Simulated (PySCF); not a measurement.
C₂H₉FSi₂, SMILES CC[SiH2][SiH2]F.

The structure is a stationary point at PBE0-D3(BJ)/def2-SVP. The structure was generated by enumeration, and PubChem lists no compound with its InChIKey, so it may never have been made. Other conformers were not sampled.

Two levels are set side by side: PBE/def2-TZVP (PySCF) and PBE0/def2-TZVP (PySCF). Same geometry, gas phase. Differences are taken from unrounded values.

```json
[
 {"quantity": "orbital gap (eV)", "PBE0": "7.45"},
 {"quantity": "highest occupied level (eV)", "PBE0": "-7.99"},
 {"quantity": "lowest empty level (eV)", "PBE0": "-0.54"},
 {"quantity": "dipole moment (D)", "PBE0": "1.54"},
 {"quantity": "mean polarisability (bohr³)", "PBE0": "80.5"}
]
```

**Question.** What does PBE give, and how far is it from PBE0? (Estimate from the structure and the level; the computed values follow.)

**Answer.** 
```tsv
quantity	PBE	PBE minus PBE0
orbital gap (eV)	5.40	-2.05
highest occupied level (eV)	-6.80	1.19
lowest empty level (eV)	-1.40	-0.86
dipole moment (D)	1.48	-0.05
mean polarisability (bohr³)	83.7	3.2
```

Without exact exchange PBE keeps part of each electron's self-repulsion, which lifts occupied levels and narrows the gap. PBE's more diffuse valence density responds more strongly to a field. Differences between two approximate levels are no errors against the true value.

Rough cost on one machine, each run with all the roots and properties that it gave: PBE0 against PBE within a factor of 2.
